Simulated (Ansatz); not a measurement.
H3O3Si can be A, `[O][SiH](O)O`•, or B, `O[Si](O)O`•.

Program: Ansatz. Geometries: PBE0-D4/def2-TZVP. ΔE: electronic, gas phase. CCSD(T)/CBS adds triple-zeta CCSD(T) − MP2 to the extrapolated MP2 energy (def2 sets, frozen cores). Functionals use def2-TZVPP. B3LYP here is the variant with VWN-RPA as its local correlation; programs differ in this. Open shells (•) are unrestricted, without spin–orbit coupling. One conformer a species, not always the lowest.

(1) Which isomer does CCSD(T)/CBS put lower? Give the gap. (Estimate.)

(2) Give E(B) − E(A) in kcal/mol with B3LYP-D4, B3LYP, HF/def2-TZVPP, PBE0-D4, PBE-D4, BLYP-D4, B2PLYP. (An estimate is asked.)

(3) Does the order hold for the free energy at 298.15 K (harmonic terms from PBE0-D4)? (An estimate is asked.)

Largest T1 diagnostic: 0.015.

Answers

(1) The calculation gave: B, by 26.3 kcal/mol.

(2) Ansatz gave: B3LYP-D4 -23.4, B3LYP -23.3, HF/def2-TZVPP -9.1, PBE0-D4 -25.7, PBE-D4 -27.6, BLYP-D4 -24.1, B2PLYP -25.0. None reverses the order clearly.

(3) The calculation gave: Yes: G(B) − G(A) = -25.1 kcal/mol, for one conformer each.

From PBE to PBE0 (25 % exact exchange), in def2-TZVPP and without D4, E(B) − E(A) moves by +1.9 kcal/mol. At CCSD(T), def2-SVP lies +5.6 kcal/mol from the extrapolated value and def2-TZVPP +2.0 kcal/mol.
